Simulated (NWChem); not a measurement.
Species: SeF3 cation; SMILES F[Se+](F)F

Program: NWChem. Coordinates come from a PBE0/def2-SVP optimisation. Vertical excitations in the gas phase; the lowest state need not have the same character in each row.

```json
[
 {"level": "PBE/aug-cc-pVDZ, full TDDFT", "lowest excitation, singlet (eV)": "7.34", "oscillator strength of that lowest state": "0.010", "orbital gap (eV)": "6.73"},
 {"level": "B3LYP/aug-cc-pVDZ, full TDDFT", "lowest excitation, singlet (eV)": "[?]", "oscillator strength of that lowest state": "[?]", "orbital gap (eV)": "[?]"},
 {"level": "LDA (Slater exchange, VWN5)/aug-cc-pVDZ, full TDDFT", "lowest excitation, singlet (eV)": "7.33", "oscillator strength of that lowest state": "0.008", "orbital gap (eV)": "6.67"}
]
```

Q: What belongs in the gaps?

A: 
- B3LYP/aug-cc-pVDZ, full TDDFT, lowest excitation, singlet (eV): 7.82
- B3LYP/aug-cc-pVDZ, full TDDFT, oscillator strength of that lowest state: 0.034
- B3LYP/aug-cc-pVDZ, full TDDFT, orbital gap (eV): 8.80
